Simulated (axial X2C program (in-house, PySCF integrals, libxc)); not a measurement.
**InSi⁺: cheaper levels and CCSD(T), 2c**

Calculated with an in-house relativistic program for diatomic molecules. Two-component (2c) means X2C with spin–orbit coupling and atomic mean-field two-electron Coulomb and Gaunt terms. Basis: In dyall-cv3z [11s12p9d4f1g], Si dyall-v3z [8s7p2d1f] (cores contracted in-house); Gaussian nuclei, density fitting, unrestricted open shells. Masses: In 114.904 u, Si 27.977 u.

State: Ω = 2 (⟨Sz⟩ = 1.00, ⟨Lz⟩ = 1.00 at HF); fragments In+ + Si.

```
    level  Re (Å)  ωe (cm⁻¹)  De (eV)
     PBE0   3.076      131.7    0.739
       HF   3.301      105.0    0.340
      MP2   3.174      118.6    0.567
     CCSD   3.173      119.9    0.545
BHandHLYP   3.130      124.9    0.645
```

Correlated methods: 6 electrons correlated (number of frozen shells: In 4 s, 3 p, 2 d; Si 2 s, 1 p), 232 virtual spin orbitals or spinors in MP2, 90 natural virtuals in coupled cluster.

CCSD(T), same Hamiltonian and basis:

Re = 3.145 Å, ωe = 124.1 cm⁻¹, De = 0.59 eV; T1 = 0.017 (Lee–Taylor normalisation).

Give the differences from CCSD(T) in the columns below.



```tsv
level	ΔRe (Å)	Δωe (cm⁻¹)	ΔDe (eV)
PBE0	-0.069	7.6	0.15
HF	0.156	-19.1	-0.25
MP2	0.029	-5.5	-0.02
CCSD	0.028	-4.2	-0.04
BHandHLYP	-0.015	0.8	0.06
```

The state is one determinant whose occupation by symmetry is held fixed; it was picked as the lowest of a PBE0 search that is not exhaustive. De is counted from the lowest determinant-based energies of the atoms at the same level, without counterpoise correction. Density functionals use the spin component along the axis (collinear). CCSD and (T) use frozen natural virtuals with an MP2 correction for the truncation; (T) itself is uncorrected, so its De runs slightly low. In 2c an atomic determinant is not the ground J level, so De misses part of the atomic spin–orbit lowering. This holds for PBE0, MP2, CCSD, BHandHLYP, CCSD(T). Other states lie close and PBE0, whose exact exchange favours high spin, may order them wrongly; the determinant shown need not be the ground state. The nearest other 2c determinant of the search, Ω = 1, lies 0.19 eV up at the distance of the search. The functionals have no current-density term, which raises determinants with orbital currents, atoms included. The atomic limit has a lower orbital projection than the molecule and lies lower at mean-field level, so De may be about a tenth of an eV too small. With several unpaired electrons one determinant need not be a pure state. Open-shell Ω = 0 determinants with evenly filled partner blocks cannot be reached by this program, so the Ω shown need not be the lowest component. With the outer-core shells frozen, correlated bond lengths of heavy atoms tend to come out a few hundredths of an ångström too long.
